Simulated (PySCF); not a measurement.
Sn(Cl)(NH2) (ClH2NSn), SMILES [Sn]([Cl])[NH2] (connectivity only; charge and spin as stated), neutral, multiplicity 1.

The structure is a stationary point at B3LYP-D3(BJ)/def2-TZVP. The def2 effective core potentials stand for the cores of Sn; spin–orbit coupling is left out. The values are those of a single conformer.

All values below come from TDA-B3LYP/def2-SVPD (PySCF).

Vertical excitations. The molecule is in vacuum. State labels are in the subgroup Cs.

```tsv
state	symmetry	energy (eV)	λ (nm)	f	main pairs
S1	A"	4.38	283	0.043	HOMO→LUMO 88 %
S2	A'	4.74	262	0.050	HOMO−1→LUMO 83 %
S3	A"	4.98	249	0.031	HOMO−2→LUMO 89 %
S4	A'	5.45	228	0.027	HOMO−3→LUMO 80 %
S5	A"	5.45	228	0.011	HOMO−1→LUMO+1 99 %
S6	A'	6.03	206	0.168	HOMO→LUMO+1 62 %, HOMO−2→LUMO+1 27 %
S7	A"	6.32	196	0.010	HOMO−4→LUMO 90 %
S8	A"	6.40	194	0.017	HOMO−1→LUMO+2 87 %
S9	A"	6.55	189	0.028	HOMO−3→LUMO+1 79 %, HOMO−1→LUMO+2 12 %
S10	A'	6.61	188	0.320	HOMO−2→LUMO+1 68 %, HOMO→LUMO+1 20 %
T1	A"	3.32	374	0	HOMO→LUMO 96 %
T2	A'	3.37	368	0	HOMO−1→LUMO 97 %
T3	A"	4.72	263	0	HOMO−2→LUMO 97 %
T4	A'	4.75	261	0	HOMO−3→LUMO 96 %
```
Triplets are in the Tamm–Dancoff approximation.
